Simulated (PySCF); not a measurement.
C 1s core levels and what the atom is bonded to

Gas-phase molecules, one conformer each, relaxed by PBE0-D3(BJ)/def2-SVP with no frequency check. Core levels by delta-SCF with SCAN, pcX-2 on the ionised atom and pcseg-1 elsewhere, spin-free X2C; energies from the vacuum level.

```csv
structure (SMILES),C bonded to,mean electronegativity of these (Pauling),C 1s (eV)
C[CH2][Al]([OH])[OH],1 Al + 1 C + 2 H,2.14,289.78
[SiH3][CH](Cl)[GeH3],1 Cl + 1 Ge + 1 Si + 1 H,2.32,291.49
[SiH3]O[CH]([GeH3])O[SiH3],1 Ge + 2 O + 1 H,2.77,293.33
FC([SiH3])Cl,1 Cl + 1 F + 1 Si + 1 H,2.81,?
OC(Cl)(C[SiH3])C[SiH3],2 C + 1 Cl + 1 O,2.92,293.91
FC(N[SiH3])[O][GeH3],1 F + 1 N + 1 O + 1 H,3.17,295.14
F[C](F)([GeH3])N[SiH3],2 F + 1 Ge + 1 N,3.25,295.52
F[C](F)([GeH3])O[SiH3],2 F + 1 Ge + 1 O,3.35,296.39
[OH][Al]([OH])[C](F)(F)F,1 Al + 3 F,3.39,297.13
```

Q: Fit a straight line to the complete rows and predict the core level of C in FC([SiH3])Cl, bonded to 1 Cl + 1 F + 1 Si + 1 H.

A: E = 278.869 + 5.223·χ (8 points, rms 0.33 eV, correlation 0.990). At 2.81 this gives 293.55 eV; the calculation itself gave 294.31 eV, so the fit is off by 0.76.

For scale, for FC([SiH3])Cl: run time: 18 s on 1 thread of Arm Neoverse V1 (aarch64), shared host, peak memory 0.51 GiB, launched as `OMP_NUM_THREADS=1 python cluster_run.py task.json out`.
